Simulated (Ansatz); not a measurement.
Harmonic frequencies (cm⁻¹) at PBE0-D4/def2-TZVP from Ansatz: 127, 231, 258, 385, 429, 490, 539, 715, 723, 2033, 2717, 2719.

Each molecule was computed in one conformer, which needn't be the lowest.

Task: Which molecule is it?
A. `[SH][GaH][SH]`
B. `[NH2][GaH][OH]`
C. `C#[C][Ga]([F])[Cl]`
D. `[Cl][Ga]([Cl])[SeH]`

Result: A.
